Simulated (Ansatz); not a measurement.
The cluster Ag₂O. Total charge 0; triplet. Geometry PBE-D4/def2-TZVPD, that of the charge -1 doublet; atoms count from 1.

Cartesian coordinates in Å:
```
Ag -1.017 1.060 0.362
Ag 1.324 -0.175 -0.711
O -0.306 -0.885 0.349
```

In the def2 sets Ag takes a core potential; there is no spin–orbit coupling. At PBE0-D4/def2-TZVPD a singlet of charge 0 lies 0.80 eV below the triplet at the same geometry. The structure comes from a short search, and lower isomers may exist.

Q: Estimate the Mulliken populations from the PBE0/def2-TZVPD orbitals of Ansatz.

A: 
| atom | charge (e) | spin (α − β) | d electrons |
| --- | --- | --- | --- |
| Ag1 | 0.28 | 0.49 | 9.86 |
| Ag2 | 0.28 | 0.49 | 9.86 |
| O3 | -0.55 | 1.02 | – |
Mulliken values and Mayer orders depend strongly on the basis. With diffuse functions, as here, like atoms can get unlike values, and bond orders can come out too low or too high.

Q: Where does the spin sit?

A: Summed by element: Ag 0.98, O 1.02, of 2 unpaired in all. Largest on single atoms: O3 1.02, Ag1 0.49, Ag2 0.49.

Q: And the Mayer bond orders between bonded heavy atoms (over 0.3)?

A: Ag1–Ag2 0.68 (2.86 Å).
